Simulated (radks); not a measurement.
Values are calculated unless marked as measured or tabulated.
The tungsten ion W4+, configuration [Xe] 4f14 5d2 (the NIST ground configuration).

Level of theory: scalar-relativistic Kohn-Sham, PBEsol, spin-polarised, spherical densities, point nucleus; open shells are filled with parallel spins first (spin-orbit coupling, left out, can overturn this in heavy ions) (a radial shooting solver on a logarithmic mesh with Libxc functionals).

Energy parts (eV):
part                       energy
total                  -439044.69
kinetic                 483829.82
electron-nucleus      -1082734.80
Hartree                 168478.48
exchange-correlation     -8618.18

Orbitals (lengths in bohr, moments of r in powers of bohr; <r^-3> diverges for s and p1/2; r(max) is where P^2 peaks):
| orbital | occ. | eigenvalue (eV) | <r^-3> | r(max) |
|---|---|---|---|---|
| 1s down | 1 | -69516.41 | - | 0.01146 |
| 1s up | 1 | -69516.40 | - | 0.01146 |
| 2s up | 1 | -12034.93 | - | 0.06568 |
| 2s down | 1 | -12034.81 | - | 0.06568 |
| 2p up | 3 | -10531.02 | 19750 | 0.05389 |
| 2p down | 3 | -10530.92 | 19750 | 0.05389 |
| 3s up | 1 | -2805.006 | - | 0.1853 |
| 3s down | 1 | -2804.970 | - | 0.1853 |
| 3p up | 3 | -2359.743 | 4403 | 0.1834 |
| 3p down | 3 | -2359.703 | 4403 | 0.1834 |
| 3d up | 5 | -1847.674 | 565.8 | 0.1493 |
| 3d down | 5 | -1847.598 | 565.7 | 0.1494 |
| 4s up | 1 | -612.9472 | - | 0.4206 |
| 4s down | 1 | -612.8476 | - | 0.4206 |
| 4p up | 3 | -466.8975 | 1024 | 0.4412 |
| 4p down | 3 | -466.8029 | 1024 | 0.4412 |
| 4d up | 5 | -281.8883 | 112.5 | 0.4522 |
| 4d down | 5 | -281.7726 | 112.5 | 0.4522 |
| 5s up | 1 | -122.6750 | - | 0.9615 |
| 5s down | 1 | -121.5855 | - | 0.9589 |
| 5p up | 3 | -86.3110 | 152.8 | 1.087 |
| 5p down | 3 | -84.8606 | 155.8 | 1.082 |
| 4f up | 7 | -76.8405 | 19.11 | 0.4284 |
| 4f down | 7 | -76.5849 | 19.20 | 0.4283 |
| 5d up | 2 | -44.3390 | 9.935 | 1.402 |
| 5d down | 0 | -42.4656 | 10.10 | 1.391 |

The highest occupied level is 5d up at -44.339 eV. The density falls to 0.001 e/bohr^3 at r = 3.14 bohr. For comparison, the ionisation energy in NIST's Atomic Spectra Database is 51.6 eV (semi-empirical). In exact Kohn-Sham theory the highest level is minus the ionisation energy, but local and semilocal functionals leave it too shallow, through self-interaction and a potential that decays too fast; potentials with the right tail come closer. Summed over all electrons, <r^2> = 31.14 bohr^2, which gives a Langevin (diamagnetic) susceptibility term of -24.7 x 10^-6 cm^3/mol. Spin moment in Bohr magnetons: 2.
